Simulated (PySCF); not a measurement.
# Predicted spectroscopic data

- geometry from GFN2-xTB
- σ from GIAO-PBE0/pcSseg-1
- run in PySCF
- no solvent model, rapidly exchanging positions averaged, no relativistic terms, a single conformation

References, each an isolated molecule treated in the same way: 1H, 13C vs TMS. Splittings of carbon signals by F and P are missing where no couplings were computed. Where no couplings were computed, multiplicities follow the n + 1 count of equivalent neighbours, and m marks all less simple cases (inequivalent or close neighbours, rings, F or P nearby). Acid and N–H amide carbonyl carbons lie up to 10 ppm further downfield in solution (hydrogen bonding). Shifts are as computed. Against solution values, carbons near 30 ppm lie about +3 ppm off and those near 130 ppm about +5 ppm; carbons on Cl a further +6 ppm (rms about the fit 2.1 ppm; single classes can miss by 10 ppm). Of 1328 compounds with measured shifts, 309 miss one by over three times the rms of a fit or turn the order of signals round; such compounds aren't used in these exercises. Signals without a measured value on file couldn't be tested in this way; 1H shifts scatter by 0.2 ppm about their fit, and single ones miss by 0.5 ppm. Groups on amide-type nitrogens are kept apart (slow C–N rotation). Carbons bonded to Cl come out too deshielded. OH and NH positions are gas-phase values without hydrogen bonding to other molecules.

Compound 1 (C7H7NO). 1H NMR (600 MHz, computed): δ 6.69 (m, 1H), 6.68 (m, 1H), 5.90 (m, 1H), 5.90 (m, 1H), 5.87 (s, 1H), 5.78 (br, 1H), 4.54 (br, 1H). 13C{1H} NMR (computed): δ 175.5, 173.9, 164.1, 144.3, 132.4, 124.2, 112.4. Structure: SMILES C=CC=C=C=CC(N)=O.

Compound 2 (C6H13P). 1H NMR (600 MHz, computed): δ 8.86 (m, 1H), 2.32 (m, 3H), 1.93 (m, 1H), 1.73 (m, 2H), 1.12 (d, 6H). 13C{1H} NMR (computed): δ 198.4 (CH), 44.1 (CH2), 30.4 (CH), 26.2 (CH3), 21.9 (CH3). Structure: SMILES C/C=P\CC(C)C.

Compound 3 (C7H7NO). 1H NMR (600 MHz, computed): δ 10.92 (br s, 1H), 9.61 (d, 1H), 7.70 (m, 1H), 6.79 (m, 1H), 6.75 (m, 1H), 6.49 (d, 1H), 5.51 (m, 1H). 13C{1H} NMR (computed): δ 171.3, 159.8, 150.3, 130.3, 128.2, 124.2, 119.1. Structure: SMILES [H]/N=C\C=C/c1ccco1.

Compound 4 (C4ClF3O2). 13C{1H} NMR (computed): δ 156.7, 138.7, 130.6, 128.4. Structure: SMILES O=c1c(Cl)c1OC(F)(F)F.
